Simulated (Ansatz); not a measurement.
Species: MoCl, net charge 0, sextet state. The spin state was set by rule; other spins were not relaxed. 
Structure (B3LYP-D3(BJ)/def2-TZVP (Ansatz, a program for electronic structure) minimum search):
SMILES: [Cl][Mo]
```xyz
2

Mo     0.0000     0.0000    -0.6622
Cl     0.0000     0.0000     1.6359
```
Charge 0, spin multiplicity 6.

Dipole moments at this geometry, in debye (magnitudes).

```tsv
level	program	dipole (D)
revPBE/def2-TZVPD	Ansatz	___
r2SCAN/def2-TZVPD	Ansatz	4.20
B3LYP/def2-TZVPD	Ansatz	4.42
BHLYP/def2-TZVPD	Ansatz	5.17
r2SCANh/def2-TZVPD	Ansatz	4.42
r2SCAN0/def2-TZVPD	Ansatz	4.74
HSE06/def2-TZVPD	Ansatz	4.60
CAM-B3LYP/def2-TZVPD	Ansatz	4.85
CCSD(T)/def2-SVPD	Ansatz	___
```

**Question.** Some entries are withheld; supply them.

**Answer.** 
- revPBE/def2-TZVPD, dipole (D): 3.96
- CCSD(T)/def2-SVPD, dipole (D): 5.17
